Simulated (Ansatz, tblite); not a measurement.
Forces on (BeSe)6 prism (Be₆Se₆) at its r2SCAN-D4/def2-SVP geometry. The state is a singlet with charge 0.

The xTB rows come from tblite.

GFN1-xTB (tblite), largest force 0.50 eV/Å:

```xyz
12
positions Å, forces eV/Å
Be    1.941    0.224    0.284    0.436    0.240    0.026
Se    1.833    0.555   -1.862   -0.037   -0.067    0.024
Be   -0.335    0.708   -1.813    0.004    0.332   -0.372
Se   -1.721    1.931   -0.669   -0.007   -0.078    0.015
Be   -0.847    1.304    1.221   -0.091    0.442    0.201
Se    1.181    1.314    2.004   -0.031   -0.073   -0.007
Be    0.335   -0.708    1.813   -0.004   -0.332    0.372
Se    1.721   -1.931    0.669    0.007    0.078   -0.015
Be    0.847   -1.304   -1.221    0.091   -0.442   -0.201
Se   -1.181   -1.314   -2.004    0.031    0.073    0.007
Be   -1.941   -0.224   -0.284   -0.436   -0.240   -0.026
Se   -1.833   -0.555    1.862    0.037    0.067   -0.024
```

GFN2-xTB (tblite), largest force 0.49 eV/Å:

```
Be 0.475 0.116 0.057
Se -0.153 0.015 0.169
Be -0.056 0.229 -0.432
Se 0.188 -0.117 0.055
Be -0.174 0.365 0.273
Se -0.090 -0.058 -0.201
Be 0.056 -0.229 0.432
Se -0.188 0.117 -0.055
Be 0.174 -0.365 -0.273
Se 0.090 0.058 0.201
Be -0.475 -0.116 -0.057
Se 0.153 -0.015 -0.169
```

B97M-V/def2-TZVP (Ansatz), largest force 0.30 eV/Å:

```
Be -0.229 -0.180 -0.005
Se -0.168 -0.114 0.156
Be -0.023 -0.224 0.185
Se 0.111 -0.221 0.062
Be 0.022 -0.282 -0.089
Se -0.116 -0.173 -0.148
Be 0.023 0.224 -0.185
Se -0.111 0.221 -0.062
Be -0.022 0.282 0.089
Se 0.116 0.173 0.148
Be 0.229 0.180 0.005
Se 0.168 0.114 -0.156
```
